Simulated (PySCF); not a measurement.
C₃H₁₁NSi₂.
Numbering: `[SiH3:1][N:2]([SiH3:3])[CH:4]1[CH2:5][CH2:6]1` (hydrogens: H7, H8, H9 on Si1; H10, H11, H12 on Si3; H13 on C4; H14, H15 on C5; H16, H17 on C6)

Jobs on this species (17 atoms, 64 electrons) with PySCF (density fitting). Hardware of each: one thread, Arm Neoverse V1, on a shared host. Times come from a shared host and carry two figures at best.

```
                level and settings                                                                           work  basis functions  SCF cycles  wall time
                 wB97X-D/def2-SVPD  10 singlets by full TDDFT, 4 Tamm–Dancoff triplets, polarisability, ΔSCF ions              216           ?          ?
PBE0-D3(BJ)/def2-SVP, grid level 1                                    geometry optimisation from a GFN2-xTB start              147           ?          ?
                  wB97X-D/pcSseg-1                                                                     shieldings              171          13       25 s
                     PBE0/pcSseg-1                                        shieldings, charges and field gradients              171          12       21 s
```

Fill in the missing figures.

- wB97X-D/def2-SVPD; 10 singlets by full TDDFT, 4 Tamm–Dancoff triplets, polarisability, ΔSCF ions: 2.1 min, 13 SCF cycles
- PBE0-D3(BJ)/def2-SVP, grid level 1; geometry optimisation from a GFN2-xTB start: 2.2 min, 94 SCF cycles

What do all jobs in the table cost together?

About 5.1 min; the longest takes about 43 % of that, and about 6.3 times as long as the shortest.
